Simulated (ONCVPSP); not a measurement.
Scattering properties, ONCV potential for Bi (Z = 83)

| Quantity | Value |
| --- | --- |
| Element | bismuth (Bi) |
| Generator | ONCVPSP 4.0.1 |
| Type | optimised norm-conserving Vanderbilt (ONCV) |
| Functional | PBE |
| Relativity | scalar-relativistic |
| Frozen core | [Kr] 4d10 4f14 |
| Valence charge | 23 |
| Reference configuration | 5s2 5p6 5d10 6s1 6p4 |
| Partial waves | 5s+6s: rc 1.25 bohr, ncon 3, nbas 7, qcut 8.2 1/bohr, 3 projectors, debl 2.7 Ha; 5p+6p: rc 1.45 bohr, ncon 4, nbas 7, qcut 7.6 1/bohr, 2 projectors; 5d: rc 1.80 bohr, ncon 5, nbas 9, qcut 7.9 1/bohr, 1 projector |
| Local potential | polynomial inside 0.90 bohr (lpopt 3, dvloc0 3 Ha) |
| Core correction | Teter function fitted to the true core (icmod 2), fcfact 0.4 |

The phase is arctan(r·R′/R) of the radial function R(r), unwrapped; energies in Ha, scanned from -7 to 5 Ha. A pole is an energy at which the radial function vanishes at the test radius. The pseudo phase is shifted by a multiple of π to meet the all-electron one at the reference energy, and phase errors are pseudo minus all-electron; the curves can meet again beyond the range given. Levels narrower than the energy grid can be missing from the lists of poles.

| channel | radius (bohr) | reference energy (Ha) | poles, all-electron | poles, pseudo | unbroken range about the reference energy with phases within 0.05 rad | phase error 1 Ha above the reference energy (rad) |
| --- | --- | --- | --- | --- | --- | --- |
| s | 1.27 | -0.57 | -4.79 | -4.79 | the whole range | +0.000 |
| p | 1.47 | -0.19 | -2.87 | -2.87 | the whole range | -0.000 |
| d | 1.83 | -1.05 | -0.54 | -0.55 | below 1.6 | -0.002 |

Phases in the s channel:

| E (Ha) | all-electron | pseudo |
| --- | --- | --- |
| -6.96 | -0.243 | -0.242 |
| -6.32 | -1.091 | -1.091 |
| -5.68 | -1.397 | -1.397 |
| -5.04 | -1.535 | -1.535 |
| -4.40 | -1.616 | -1.616 |
| -3.76 | -1.675 | -1.675 |
| -3.12 | -1.725 | -1.725 |
| -2.48 | -1.772 | -1.772 |
| -1.84 | -1.822 | -1.822 |
| -1.20 | -1.879 | -1.879 |
| -0.56 | -1.950 | -1.950 |
| 0.08 | -2.046 | -2.046 |
| 0.72 | -2.188 | -2.188 |
| 1.36 | -2.416 | -2.416 |
| 2.00 | -2.793 | -2.793 |
| 2.64 | -3.316 | -3.316 |
| 3.28 | -3.779 | -3.779 |
| 3.92 | -4.072 | -4.072 |
| 4.56 | -4.248 | -4.248 |
